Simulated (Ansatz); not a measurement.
The cluster Mo₂O₆, relaxed as a singlet with RKS r2SCAN-D4/def2-SVP in Ansatz, starting from the GFN1-xTB geometry. Force threshold 0.02 eV/Å.

In the def2 sets Mo takes a core potential; there is no spin–orbit coupling. The structure holds one bond between oxygen atoms, so isomers without such links may lie far lower. The restricted singlet is unstable towards broken spin symmetry in Hartree–Fock (as tested in another run); at r2SCAN-D4/def2-SVP this wasn't settled. Another isomer (singlet) lies 4.58 eV lower at PBE0-D4/def2-TZVP; other spin states weren't run for this one.

Start:

```csv
atom,x (Å),y (Å),z (Å)
Mo1,-0.086,0.647,-0.862
Mo2,0.338,-0.615,1.494
O3,-0.766,2.123,-0.577
O4,0.030,0.263,-2.617
O5,-0.824,-0.585,-1.936
O6,-0.213,0.167,2.838
O7,0.278,-2.263,1.432
O8,1.243,0.263,0.228
```

Problem. Estimate the energy that the relaxation releases and the steps that it takes.

Solution. 136.4 kJ/mol, in 11 steps; 53 s on 2 threads of AMD EPYC 7R13 on a shared host. No frequencies were taken in this run, so the end may be a saddle point.

Problem. Does the start keep its bonding and symmetry?

Solution. By distances, no bond broke or formed. The bond that changes most is Mo2–O8, from 1.79 to 1.92 Å (atoms count from 1).

Problem. Predict the relaxed structure.

Solution. 
```
atom    x (Å)    y (Å)    z (Å)
 Mo1   0.1198   0.7314  -0.8415
 Mo2   0.5442  -0.5967   1.5040
  O3  -0.7856   2.0712  -0.4182
  O4  -0.2134   0.0864  -2.6027
  O5  -0.8129  -0.7385  -1.6004
  O6  -0.5303   0.1670   2.5670
  O7   0.0808  -2.1746   1.1070
  O8   1.5973   0.4538   0.2849
```
Bond lengths (bridged metal pairs left out): 7 × Mo–O 1.67 to 1.92 Å; 1 × O–O 1.43 Å.
